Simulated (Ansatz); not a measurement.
A nudged elastic band was laid between two geometries of ClF₃H₂OW (8 atoms, charge 0, multiplicity 1).

Level of theory: Ansatz, RKS PBE0/def2-SVP.

```yaml
movable_images: 9
climbing_image: yes
spring: 5.0 eV/Å²
optimiser: quadratic models (default)
start_path: through a guess of the saddle point
force_threshold: 0.2 eV/Å
iteration_limit: 60
end_points: relaxed
```

First end point:

```xyz
8
Properties=species:S:1:pos:R:3
W 0.146 -0.210 -0.016
H 0.077 0.372 1.570
F 1.950 -0.350 0.340
F 0.241 1.712 -0.006
F -1.694 -0.173 0.123
Cl 0.015 -2.451 0.373
O 0.271 0.215 -1.822
H 0.331 1.139 -2.120
```

Last end point:

```xyz
8
Properties=species:S:1:pos:R:3
W -0.639 -0.737 -0.117
H 1.241 1.656 0.327
F 1.819 1.860 -0.388
F -0.019 0.709 0.969
F -2.249 -0.427 0.736
Cl -1.012 -2.859 -0.709
O 0.817 -0.376 -1.142
H 1.379 0.427 -1.234
```

Task: Which bonds break or form, and what moves?

Result: Bonds broken: W1–H2, W1–F3. Bonds formed: H2–F3. ClF3H2OW becomes ClF2HOW + FH.

Task: Give the energies along the band, and the barrier.

Result: The forces met the threshold. The highest image is number 5 of 0 to 10, 120.1 kJ/mol above the first end and 45.9 kJ/mol above the last; the last end lies 74.2 kJ/mol above the first. The threshold of 0.2 eV/Å is loose, so the images may lie well off the minimum-energy path. The profile has 2 maxima (images 1, 5) with wells between them (image 3): this band takes more than one step, which may be the mechanism or a detour left from its start path. The order of the point at the top wasn't checked. The orbitals stay closed-shell, which can raise the energy where a bond breaks towards radicals; this wasn't checked here.

```tsv
image	path coordinate (Å)	energy (kJ/mol)	W1–H2 (Å)	W1–F3 (Å)	H2–F3 (Å)
0	0.00	0.0	1.69	1.84	2.35
1	0.70	4.0	1.70	1.86	2.24
2	1.40	3.6	1.69	1.90	2.14
3	2.11	0.5	1.68	1.94	2.07
4	2.81	69.6	1.72	2.09	1.53
5	3.51	120.1	2.30	2.50	0.95
6	4.24	114.0	2.80	2.95	0.93
7	4.97	104.8	2.89	3.18	0.93
8	5.70	95.9	2.95	3.41	0.94
9	6.43	79.7	3.05	3.58	0.94
10	7.16	74.2	3.08	3.59	0.94
```

Task: What is the geometry of the highest image?

Result: 
```xyz
8
Properties=species:S:1:pos:R:3:forces:R:3
W -0.548 -0.051 -0.166 -0.21 0.05 -0.19
H 1.381 0.180 1.062 0.02 -0.08 0.14
F 1.892 0.285 0.265 0.13 0.04 -0.08
F -0.423 1.691 0.472 -0.05 0.02 0.00
F -2.341 -0.139 0.273 0.10 0.00 -0.02
Cl -0.186 -2.273 0.063 0.02 -0.04 0.05
O 0.298 0.207 -1.813 0.10 0.06 0.20
H 1.263 0.351 -1.714 -0.11 -0.05 -0.09
```

The run took 110 s on 4 threads of AMD EPYC 9R45 96-Core Processor (Zen 5) (shared host), peak memory 0.32 GiB.
